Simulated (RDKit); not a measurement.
Input for RDKit: UFF on C2H8Se (a complex).

```python
from rdkit import Chem
from rdkit.Chem import AllChem, rdDetermineBonds

blocks = [
'''8

C     0.48274902   -0.45229679    0.01903386
C    -0.47432861    0.71276605   -0.21509421
H     1.34259112   -0.14377591    0.61751932
H     0.86499419   -0.84923239   -0.92346482
H    -0.01280644   -1.27240232    0.54300507
H    -0.85535501    1.10884613    0.72792244
H    -1.33329469    0.40541294   -0.81471308
H     0.02019025    1.53199646   -0.74057904
''',
'''3

Se   -0.01160333   -0.15912699    3.63749545
H     0.07346254   -0.33734536    5.09514543
H     0.97695684   -1.22324975    3.41304166
''',
]
mol = None
for b in blocks:
    f = Chem.MolFromXYZBlock(b)
    rdDetermineBonds.DetermineBonds(f, charge=0)
    mol = f if mol is None else Chem.CombineMols(mol, f)
Chem.SanitizeMol(mol)
print(Chem.MolToSmiles(Chem.RemoveHs(mol)))
ff = AllChem.UFFGetMoleculeForceField(mol, vdwThresh=100.0, ignoreInterfragInteractions=False)
e = ff.CalcEnergy()
print(f'UFF energy {e:.6f} kcal/mol')
```

It printed:

```
CC.[SeH2]
UFF energy 1.967493 kcal/mol
```

The run finished.

Cost: around 0.03 core-seconds (rough).
